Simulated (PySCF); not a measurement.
# Electron correlation in N(2+) (nitrogen, charge +2)

[He] 2s2 2p1, 2P determinant. Computed with PySCF 2.14 in cc-pVTZ-DK (4s3p2d1f, 30 functions), with the spin-free X2C one-electron Hamiltonian (Gaussian nucleus). Frozen: 1s2; 3 electrons correlated.

MP2 pair energies summed by pair of shells (mhartree):

```csv
pair,energy,share (%)
2s-2s,-33.17,58.9
2s-2p,-23.17,41.1
```

Total MP2 correlation energy: -56.34 mhartree.

Same-spin part -3.63 and opposite-spin part -52.71 mhartree; SCS-MP2 scales them by 1/3 and 6/5 to -64.47 mhartree.

```tsv
level	correlation energy (mhartree)
CCSD	-83.03
(T)	-1.03
CCSD(T)	-84.06
```

Diagnostics: T1 = 0.0069, D1 = 0.0132, largest double amplitude 0.136.

Cost of the coupled-cluster step: 0.21 s of wall time on 1 thread of Neoverse-V2 (shared host), for 3 correlated electrons.
